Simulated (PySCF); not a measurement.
## How methods differ on the excitation energy of Se

Se [Ar] 3d10 4s2 4p4 (3P) → Se [Ar] 3d10 4s1 4p4 5s1 (5P), as a difference of total energies. All numbers are calculated (PySCF 2.14, scalar relativity through the core potential, in aug-cc-pwCVTZ-PP with ECP10MDF (8s7p6d4f1g, 96 functions)). Correlated levels: valence: 3s2 3p6 3d10 frozen. The calculations carry no spin-orbit coupling.

| method | excitation energy (eV) |
| --- | --- |
| UHF | 16.104 |
| MP2 (valence) | 16.377 |
| SCS-MP2 (valence) | 16.541 |
| CCSD (valence) | 16.045 |
| CCSD(T) (valence) | 15.626 |

Question: How much does correlation contribute at CCSD(T) (valence)?

Answer: 15.626 − (16.104) = -0.478 eV, measured against UHF.

The upper state lies above the first ionisation limit, where it may autoionise and the basis confines it. A Rydberg-like electron needs more diffuse functions than a valence basis has.

The promoted electron is Rydberg-like, and one or two diffuse shells describe it only roughly, which tends to raise the upper state.

The coupled-cluster amplitudes are large for the upper state (T1 above 0.03 or a double amplitude above 0.15), so a single reference is strained.
